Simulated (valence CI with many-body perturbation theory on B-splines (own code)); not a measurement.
# Level structure of Ho⁵³⁺

Computed by valence CI with perturbative core correlation (CI+MBPT): four valence electrons over a frozen Dirac-Fock core [Ne], radial functions for each j: 11 s, 11 p, 10 d, 8 f, 5 g, 2 h, with the one-electron correlation potential Σ1 (screened to all orders), the two-electron term Σ2, the three-electron term Σ3, Breit, model QED; selected single and double excitations, second order for the rest, scaled by the run's own slope (own B-spline code, finite nucleus).

No measured spectrum was set against this ion. As an estimate, large intervals hold to a few tenths of a per cent, small ones and those within an open d or f shell to about a per cent. Among the levels kept, up to 580 cm⁻¹ of a level comes from second order outside the variational space, and about a tenth of that is noise between levels of different J, which matters for small intervals.

Levels 46 to 90 of 178, with energies above the lowest level, (3s^2 3p1/2^2) J=0. "Leading %" is the weight of the configuration and term that name the level; weights of strongly mixed levels are sums over their largest components and can fall short. In the jj column 3d3/2^4 stands for four electrons in 3d with j = 3/2. Lifetimes count E1, E2, E3, M1 and M2 decay at the calculated energies, and are blank where another channel may lead or the interval is too uncertain; long ones can be off by a factor of two.

```tsv
No.	Configuration	Term	J	E (eV)	Leading %	Lifetime	Second component	Leading jj
46	3s3p²3d	³P	2	820.2	34	3.34 ps	19 % 3s3p²3d ⁵D	3s 3p1/2 3p3/2 3d5/2 (92 %)
47	3s3p²3d	³G	5	821.2	56	63.0 ps	44 % 3s3p²3d ⁵F	3s 3p1/2 3p3/2 3d5/2 (99 %)
48	3s3p²3d	³F	2	824.6	35	467 fs	14 % 3s3p²3d ¹D	3s 3p1/2 3p3/2 3d3/2 (75 %)
49	3s3p²3d	³P	0	825.0	62	611 fs	16 % 3s²3d² ³P	3s 3p1/2 3p3/2 3d3/2 (61 %)
50	3s3p²3d	³F	3	829.6	45	3.28 ps	14 % 3s3p²3d ⁵D	3s 3p1/2 3p3/2 3d5/2 (90 %)
51	3s3p²3d	³D	3	838.8	62	2.35 ps	14 % 3s3p²3d ³F	3s 3p1/2 3p3/2 3d5/2 (92 %)
52	3s3p²3d	³P	1	839.3	45	1.38 ps	23 % 3s3p²3d ³D	3s 3p1/2 3p3/2 3d5/2 (72 %)
53	3s3p²3d	¹G	4	841.2	40	5.35 ps	37 % 3s3p²3d ³F	3s 3p1/2 3p3/2 3d5/2 (88 %)
54	3s3p²3d	¹D	2	843.1	31	2.06 ps	12 % 3s3p²3d ³P	3s 3p1/2 3p3/2 3d5/2 (83 %)
55	3s3p³	¹P°	1	848.9	39	433 fs	25 % 3s3p³ ³S°	3s 3p3/2^3 (96 %)
56	3s3p²3d	³D	3	851.8	37	1.13 ps	24 % 3s3p²3d ³F	3s 3p1/2 3p3/2 3d5/2 (91 %)
57	3s3p²3d	³F	4	854.1	44	1.57 ps	36 % 3s3p²3d ³G	3s 3p1/2 3p3/2 3d5/2 (90 %)
58	3s3p²3d	³D	1	856.6	42	2.14 ps	25 % 3s3p²3d ¹P	3s 3p1/2 3p3/2 3d5/2 (91 %)
59	3s3p²3d	³P	1	867.2	32	1.80 ps	28 % 3s3p²3d ³S	3s 3p1/2 3p3/2 3d5/2 (90 %)
60	3s²3d²	³F	2	868.1	49	400 fs	20 % 3s3p²3d ³D	3s^2 3d3/2^2 (48 %)
61	3s3p²3d	¹F	3	868.6	37	1.03 ps	35 % 3s3p²3d ³F	3s 3p1/2 3p3/2 3d5/2 (86 %)
62	3s3p²3d	¹D	2	870.4	18	739 fs	17 % 3s3p²3d ³D	3s 3p1/2 3p3/2 3d5/2 (62 %)
63	3s3p²3d	³P	0	871.0	43	1.31 ps	34 % 3s3p²3d ¹S	3s 3p1/2 3p3/2 3d5/2 (77 %)
64	3s3p²3d	³P	2	876.6	32	622 fs	28 % 3s3p²3d ³D	3s 3p1/2 3p3/2 3d5/2 (89 %)
65	3s²3d²	³P	0	890.0	56	273 fs	16 % 3s²3d² ¹S	3s^2 3d3/2^2 (70 %)
66	3s²3d²	³F	3	909.7	80	533 fs	4 % 3s3p²3d ³F	3s^2 3d3/2 3d5/2 (80 %)
67	3s²3d²	¹G	4	918.5	53	717 fs	33 % 3s²3d² ³F	3s^2 3d3/2 3d5/2 (83 %)
68	3s²3d²	³P	2	919.6	41	489 fs	24 % 3s²3d² ¹D	3s^2 3d3/2 3d5/2 (79 %)
69	3s²3d²	³P	1	922.6	81	499 fs		3s^2 3d3/2 3d5/2 (81 %)
70	3p³3d	³F°	2	932.9	17	3.98 ps	17 % 3p³3d ³D°	3p1/2^2 3p3/2 3d3/2 (75 %)
71	3p³3d	³P°	0	943.1	52	2.50 ps	22 % 3p³3d ⁵D°	3p1/2^2 3p3/2 3d3/2 (84 %)
72	3p³3d	³F°	3	947.0	26	1.70 ps	19 % 3p³3d ³G°	3p1/2^2 3p3/2 3d3/2 (86 %)
73	3p³3d	³D°	1	947.8	31	1.70 ps	25 % 3p³3d ³P°	3p1/2^2 3p3/2 3d3/2 (90 %)
74	3s²3d²	³F	4	957.0	55	2.85 ps	34 % 3s²3d² ¹G	3s^2 3d5/2^2 (85 %)
75	3s3p3d²	⁵G°	2	957.6	58	2.19 ps	25 % 3s3p3d² ³F°	3s 3p1/2 3d3/2^2 (83 %)
76	3s²3d²	¹D	2	966.2	43	2.19 ps	42 % 3s²3d² ³P	3s^2 3d5/2^2 (91 %)
77	3s3p3d²	⁵G°	3	971.4	34	2.17 ps	19 % 3s3p3d² ³F°	3s 3p1/2 3d3/2^2 (87 %)
78	3p⁴	¹D	2	979.1	45	726 fs	19 % 3p⁴ ³P	3p1/2 3p3/2^3 (64 %)
79	3p⁴	³P	1	983.7	82	475 fs	10 % 3s3p²3d ¹P	3p1/2 3p3/2^3 (82 %)
80	3s²3d²	¹S	0	987.9	64	2.27 ps	21 % 3s²3d² ³P	3s^2 3d5/2^2 (82 %)
81	3s3p3d²	⁵D°	0	994.2	59	696 fs	30 % 3s3p3d² ³P°	3s 3p1/2 3d3/2^2 (80 %)
82	3p³3d	³F°	4	994.5	43	2.13 ps	23 % 3p³3d ⁵D°	3p1/2^2 3p3/2 3d5/2 (89 %)
83	3s3p3d²	⁵F°	1	998.0	47	520 fs	39 % 3s3p3d² ³D°	3s 3p1/2 3d3/2^2 (90 %)
84	3p³3d	³D°	2	999.7	26	1.93 ps	18 % 3p³3d ³P°	3p1/2^2 3p3/2 3d5/2 (80 %)
85	3s3p3d²	⁵D°	1	1003.1	36	892 fs	25 % 3s3p3d² ³P°	3s 3p1/2 3d3/2^2 (88 %)
86	3s3p3d²	⁵F°	2	1003.6	30	499 fs	17 % 3s3p3d² ³D°	3s 3p1/2 3d3/2^2 (76 %)
87	3s3p²3d	³D	2	1004.5	21	593 fs	19 % 3s3p²3d ⁵P	3s 3p3/2^2 3d3/2 (79 %)
88	3s3p²3d	³F	3	1004.7	25	804 fs	23 % 3s3p²3d ⁵D	3s 3p3/2^2 3d3/2 (88 %)
89	3s3p²3d	⁵P	1	1004.9	32	634 fs	31 % 3s3p²3d ³P	3s 3p3/2^2 3d3/2 (92 %)
90	3p³3d	³D°	3	1007.8	14	2.86 ps	10 % 3s3p3d² ⁵G°	3s 3p1/2 3d3/2 3d5/2 (47 %)
```
